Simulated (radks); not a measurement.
V VI, 18 electrons, occupied as [Ar].

Method: Dirac Kohn-Sham, PBEsol, spin-unpolarised, spherical densities, finite nucleus; Fermi nuclear charge, rms radius 3.6002 fm; computed with a radial shooting solver on a logarithmic mesh with Libxc functionals.

Energy parts (eV):
total: -25634.424
kinetic: 25912.916
electron-nucleus: -59650.165
Hartree: 9242.055
exchange-correlation: -1139.231

Orbitals (lengths in bohr, moments of r in powers of bohr; <r^-3> diverges for s and p1/2; r(max) is where P^2 peaks):
orbital	occ.	eigenvalue (eV)	<r^-3>	r(max)	<r^4>	<r>
1s1/2	2	-5437.123	-	0.04353	0.00009101	0.06650
2s1/2	2	-683.9387	-	0.2559	0.02214	0.3082
2p1/2	2	-589.4022	-	0.2067	0.01716	0.2723
2p3/2	4	-582.3237	304.1	0.2090	0.01775	0.2750
3s1/2	2	-144.4333	-	0.8034	1.372	0.9060
3p1/2	2	-117.9402	-	0.8144	1.707	0.9383
3p3/2	4	-116.9698	41.94	0.8202	1.751	0.9446

The highest occupied level is 3p3/2 at -116.97 eV. The electron density at the nucleus is 9868 e/bohr^3. The density falls to 0.001 e/bohr^3 at r = 2.34 bohr.
